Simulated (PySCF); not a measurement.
Computed shifts of a molecule CH4O4Si, HF/pcSseg-1 in PySCF, GIAO, gas phase, atoms alike by connectivity averaged where their shifts nearly agree, in ppm (number of nuclei): ¹³C: 193.8 (1). ²⁹Si: -47.6 (1). ¹H: 6.86 (1), 4.55 (1), 4.35 (1), 2.93 (1). References: ¹⁷O against H2O (σ = 333.0 ppm); ¹³C against TMS (σ = 192.6 ppm); ²⁹Si against TMS (σ = 393.8 ppm); ¹H against TMS (σ = 31.99 ppm), references at their B3LYP-D3(BJ)/def2-TZVP geometries, non-relativistic. Geometry optimised at PBE0-D3(BJ)/def2-SVP. The values are those of a single conformer.

**Question.** Which structure fits?
(A) O[Si]1(O)OCO1
(B) O=CO[SiH](O)O
(C) O=C[Si](O)(O)O
(D) O=C(O)[SiH](O)O

**Answer.** D, O=C(O)[SiH](O)O
